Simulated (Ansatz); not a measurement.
## Worked example: the enthalpy of CBrCl3 + CHBr2F → CBrCl2F + CHBr2Cl

Species: CBrCl3 (bromotrichloromethane) `ClC(Cl)(Cl)Br`, singlet; CHBr2F (dibromofluoromethane) `FC(Br)Br`, singlet; CBrCl2F (bromodichlorofluoromethane) `FC(Cl)(Cl)Br`, singlet; CHBr2Cl (chlorodibromomethane) `ClC(Br)Br`, singlet. The partners trade Cl for F; both sit on C, so the bond types are kept.

Shapes, held fixed at every level: PBE0-D4/def2-TZVP. Programs: Ansatz 0.2.0. The zero-point and thermal terms to 298 K, harmonic and unscaled (PBE0-D4/def2-TZVP), stand in the table.

At CCSD(T)/def2-TZVPP; 1 Eh = 2625.50 kJ/mol:

| species | energy (Eh) | H(298 K) − E (kJ/mol) | tabulated ΔfH (kJ/mol) |
| --- | --- | --- | --- |
| CBrCl3 | -3989.893192 | 41.6 | -43.0 |
| CHBr2F | -5283.774106 | 68.1 | -179.5 |
| CBrCl2F | -3629.912342 | 45.0 | -240.0 |
| CHBr2Cl | -5643.761197 | 64.6 | -3.0 |

**Question.** Work out the reaction enthalpy at 298 K from the calculation and from the table of heats.

**Answer.** 
1. Electronic: (-3629.912342) + (-5643.761197) − [(-3989.893192) + (-5283.774106)] = -0.006241 Eh = -16.4 kJ/mol.
2. Zero-point and thermal: (45.0) + (64.6) − [(41.6) + (68.1)] = -0.1 kJ/mol.
3. Computed ΔH = -16.5 kJ/mol.
4. From the heats of formation (Active Thermochemical Tables): (-240.0) + (-3.0) − [(-43.0) + (-179.5)] = -20.5 kJ/mol.
5. Computed less tabulated: +4.0 kJ/mol. Tabulated heats carry uncertainties of their own.

Relativity is left out for Br unless named. Correlated rows may include outer-core shells of Br, which these sets cover unevenly.
